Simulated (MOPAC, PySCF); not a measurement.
C₅H₁₀, SMILES `C(=C\CC)/C` (C–C–C–C torsion 119°), neutral singlet in the gas phase. 

Z-matrix (Å, degrees):
```
C
C 1 1.3273
H 2 1.0898 1 118.37
H 1 1.0908 2 118.61 3 -179.60
C 2 1.4899 3 116.44 1 179.95
H 5 1.0919 2 111.36 3 179.97
H 5 1.0948 6 108.13 2 -122.49
H 5 1.0948 6 108.13 7 -115.04
C 1 1.4923 4 116.11 2 -178.90
H 9 1.0944 1 109.42 4 -177.18
H 9 1.0970 10 106.50 1 -118.05
C 9 1.5245 10 110.02 11 -117.79
H 12 1.0924 9 110.81 10 -61.00
H 12 1.0925 13 108.20 9 -122.25
H 12 1.0934 13 107.59 14 -116.18
```
Charge 0, spin multiplicity 1.

All levels are single points at this geometry (PBE0-D3(BJ)/def2-TZVP); Pople sets use spherical d functions. Orbital energies aren't observables, and empty levels follow the basis.

```
level                           HOMO (eV)  LUMO (eV)  gap (eV)  dipole (D)  vertical IE, Delta-SCF (eV)
------------------------------  ---------  ---------  --------  ----------  ---------------------------
PBE0-D3(BJ)/def2-TZVP in PySCF      -6.91       0.66      7.57        0.04                            –
B3LYP/6-311+G** in PySCF            -6.72       0.13      6.85        0.05                            –
SVWN5/6-31G* in PySCF               -5.59      -0.03      5.56        0.07                         8.89
HF/6-31G* in PySCF                  -9.22       5.25     14.46        0.04                         7.77
HF/STO-3G in PySCF                  -7.88       8.84     16.72        0.02                            –
AM1 in MOPAC                        -9.69       1.32     11.01        0.05                            –
```
